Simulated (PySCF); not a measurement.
C$_{2}$H$_{3}$O, doublet, at a GFN2-xTB geometry; DF-B3LYP5/def2-SVP (PySCF).

The PySCF input:
```python
from pyscf import gto, scf, dft

mol = gto.M(
    atom='''
C    -0.98280623   -0.64031730    0.00918186
C     0.00892753    0.45680593    0.00356209
H    -0.51469410   -1.62955370   -0.00565307
H    -1.60234727   -0.53869636    0.89822118
H    -1.62802750   -0.52448715   -0.85962290
O     1.19854263    0.47422569   -0.01367611
''',
    basis='def2-svp',
    spin=1,
    verbose=4,
)

mf = dft.UKS(mol)
mf.xc = 'b3lyp5'
mf = mf.density_fit(auxbasis='def2-universal-jkfit')
mf.kernel()
```

It wrote (shortened):

```
PySCF version 2.14.0

[INPUT] verbose = 4
[INPUT] num. atoms = 6
[INPUT] num. electrons = 23
[INPUT] charge = 0
[INPUT] spin (= nelec alpha-beta = 2S) = 1
[INPUT] symmetry False subgroup None
[INPUT] Mole.unit = angstrom
[INPUT] Symbol           X                Y                Z      unit          X                Y                Z       unit  Magmom
[INPUT]  1 C     -0.982806230000  -0.640317300000   0.009181860000 AA   -1.857234608216  -1.210024329821   0.017351200714 Bohr   0.0
[INPUT]  2 C      0.008927530000   0.456805930000   0.003562090000 AA    0.016870586669   0.863238099777   0.006731374531 Bohr   0.0
[INPUT]  3 H     -0.514694100000  -1.629553700000  -0.005653070000 AA   -0.972630886930  -3.079410198272  -0.010682754063 Bohr   0.0
[INPUT]  4 H     -1.602347270000  -0.538696360000   0.898221180000 AA   -3.027997496745  -1.017988584700   1.697392029484 Bohr   0.0
[INPUT]  5 H     -1.628027500000  -0.524487150000  -0.859622900000 AA   -3.076526098260  -0.991137069354  -1.624451851404 Bohr   0.0
[INPUT]  6 O      1.198542630000   0.474225690000  -0.013676110000 AA    2.264917319316   0.896156675333  -0.025844102349 Bohr   0.0

nuclear repulsion = 63.0124548073765
number of shells = 27
number of NR pGTOs = 93
number of NR cGTOs = 57
basis = def2-svp
ecp = {}

******** <class 'pyscf.df.df_jk.DFUKS'> ********
method = DFUKS
initial guess = minao
damping factor = 0
level_shift factor = 0
DIIS = <class 'pyscf.scf.diis.CDIIS'>
diis_start_cycle = 1
diis_space = 8
diis_damp = 0
SCF conv_tol = 1e-09
SCF conv_tol_grad = None
SCF max_cycles = 50
direct_scf = False
number electrons alpha = 12  beta = 11
XC library pyscf.dft.libxc version 7.1.2
    S. Lehtola, C. Steigemann, M. J. T. Oliveira, and M. A. L. Marques,  SoftwareX 7, 1–5 (2018)
XC functionals = b3lyp5
    P. A. M. Dirac,  Math. Proc. Cambridge Philos. Soc. 26, 376 (1930)
    F. Bloch,  Z. Phys. 57, 545 (1929)
    A. D. Becke,  Phys. Rev. A 38, 3098 (1988)
    C. Lee, W. Yang, and R. G. Parr,  Phys. Rev. B 37, 785 (1988)
    B. Miehlich, A. Savin, H. Stoll, and H. Preuss,  Chem. Phys. Lett. 157, 200 (1989)
    S. H. Vosko, L. Wilk, and M. Nusair,  Can. J. Phys. 58, 1200 (1980)
radial grids:
    Treutler-Ahlrichs [JCP 102, 346 (1995); DOI:10.1063/1.469408] (M4) radial grids

becke partition: Becke, JCP 88, 2547 (1988); DOI:10.1063/1.454033
pruning grids: <function nwchem_prune>
grids dens level: 3
symmetrized grids: False
atomic radii adjust function: <function treutler_atomic_radii_adjust>
small_rho_cutoff = 0
Set gradient conv threshold to 3.16228e-05
tot grids = 71744
******** <class 'pyscf.df.df.DF'> ********
auxbasis = def2-universal-jkfit
init E= -153.190488648652

cycle= 1 E= -152.876064259089  delta_E= 0.314  |g|= 0.506  |ddm|= 1.98
cycle= 2 E= -152.323384462964  delta_E= 0.553  |g|= 1.26  |ddm|=  2.1
cycle= 3 E= -152.977140397438  delta_E= -0.654  |g|= 0.0897  |ddm|= 1.71
cycle= 4 E= -152.980709293892  delta_E= -0.00357  |g|= 0.0392  |ddm|= 0.133
cycle= 5 E= -152.981462590683  delta_E= -0.000753  |g|= 0.00636  |ddm|= 0.0393
cycle= 6 E= -152.981483023034  delta_E= -2.04e-05  |g|= 0.00203  |ddm|= 0.009
cycle= 7 E= -152.981485291296  delta_E= -2.27e-06  |g|= 0.000383  |ddm|= 0.00649
cycle= 8 E= -152.981485410377  delta_E= -1.19e-07  |g|= 9.87e-05  |ddm|= 0.00106
cycle= 9 E= -152.981485420848  delta_E= -1.05e-08  |g|= 3.54e-05  |ddm|= 0.000184
cycle= 10 E= -152.981485423518  delta_E= -2.67e-09  |g|= 1.29e-05  |ddm|= 9.96e-05
cycle= 11 E= -152.981485423957  delta_E= -4.39e-10  |g|= 8.61e-06  |ddm|= 3.6e-05
Extra cycle  E= -152.981485423938  delta_E= 1.85e-11  |g|= 1.61e-05  |ddm|= 2.59e-05
converged SCF energy = -152.981485423938  <S^2> = 0.75228541  2S+1 = 2.0022841
```
